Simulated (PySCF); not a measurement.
Two-component Hartree-Fock for Ba+ (barium, charge +1)

Start: [Xe] 6p1; 6p3/2 filled at m_j = +3/2. Calculated with PySCF 2.14 in x2c-TZVPall-2c with one added diffuse shell each of s, p, d type (12s12p10d1f, 105 functions): generalised Hartree-Fock with the X2C-1e Hamiltonian and a Gaussian nucleus; spin-orbit coupling (SO) screened by Boettger's factors. This is a chosen level, not necessarily the ground level.

| spinor shell | electrons | ε, screened SO (eV) | weight of nominal j (screened SO) | rms radius, screened SO (bohr) |
| --- | --- | --- | --- | --- |
| 1s1/2 | 2 | -37626.8 | 1.000 | 0.0292 |
| 2s1/2 | 2 | -6058.9 | 1.000 | 0.119 |
| 2p1/2 | 2 | -5694.6 | 1.000 | 0.102 |
| 2p3/2 | 4 | -5309.6 | 1.000 | 0.108 |
| 3s1/2 | 2 | -1329.5 | 1.000 | 0.311 |
| 3p1/2 | 2 | -1175.4 | 1.000 | 0.303 |
| 3p3/2 | 4 | -1098.9 | 1.000 | 0.315 |
| 3d3/2 | 4 | -830.92 | 1.000 | 0.287 |
| 3d5/2 | 6 | -814.84 | 1.000 | 0.290 |
| 4s1/2 | 2 | -285.43 | 1.000 | 0.715 |
| 4p1/2 | 2 | -226.94 | 1.000 | 0.744 |
| 4p3/2 | 4 | -210.87 | 1.000 | 0.770 |
| 4d3/2 | 4 | -113.04 | 1.000 | 0.856 |
| 4d5/2 | 6 | -110.26 | 1.000 | 0.867 |
| 5s1/2 | 2 | -50.017 | 1.000 | 1.76 |
| 5p1/2 | 2 | -32.472 | 0.999 | 1.97 |
| 5p3/2 | 4 | -30.201 | 1.000 | 2.05 |
| 6p3/2 | 1 | -6.930 | 1.000 | 6.01 |

```tsv
quantity	screened SO
E (hartree)	-8133.01702
M_J	3/2
⟨J²⟩	3.750
⟨L²⟩	2.035
⟨S²⟩	0.785
```

Breit and QED terms are absent; they matter most for the inner s and p1/2 levels.

Densities and radii are taken from the X2C orbitals without a picture-change correction, which distorts them close to the nucleus.
